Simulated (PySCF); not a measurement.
A structure optimised at B3LYP-D3(BJ)/def2-SVP, used in a PySCF frequency run:

```xyz
7

N      1.5216    -1.6138     0.0000
Ge    -0.0189    -0.6778     0.0000
F     -0.9244    -1.1487     1.3910
F     -0.9244    -1.1487    -1.3910
Br     0.0687     1.6182     0.0000
H      2.0927    -1.4876     0.8342
H      2.0927    -1.4876    -0.8342
```
Charge 0, spin multiplicity 1.

Q: Write its SMILES, formula and point group.

A: [NH2][Ge]([F])([F])[Br], BrF2GeH2N, Cs

Q: What are its rotational constants (standard atomic weights)?

A: 3.4023, 1.2415, 1.2375 GHz
